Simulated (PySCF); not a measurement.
Cost of excited-state runs on SMILES BrC1=Cc2cc3c(cc2=C1)C=CC=3, C12H7Br

Bonds (- single, = double, # triple, : aromatic): Br1-C2, C2=C3, C3-C4, C4=C5, C5-C6, C6-C7, C7=C8, C8-C9, C9=C10, C7-C11, C11=C12, C12-C13, C10-C2, C9-C4, C13=C6. C3 carries H14; C5 carries H15; C8 carries H16; C10 carries H17; C11 carries H18; C12 carries H19; C13 carries H20.

PySCF with density fitting, on 1 thread of an Arm Neoverse N1, shared host. Command: `OMP_NUM_THREADS=1 python excited_run.py task.json out`

(1) How long does each of these runs take, and how much memory?
- excited states, B3LYP/def2-SVP; Tamm-Dancoff; spin-orbit couplings; 5 states; 6 triplets; quadratic response for 4 states
- excited states, B3LYP/def2-SVP; Tamm-Dancoff; spin-orbit couplings; 5 states; 6 triplets; quadratic response for 4 states

Answers

(1) 
```tsv
run	level	basis functions	wall time	peak memory (GiB)
excited states	B3LYP/def2-SVP	235	3 min	0.96
excited states	B3LYP/def2-SVP	235	94 s	1.2
```
Times from a shared host are rough.
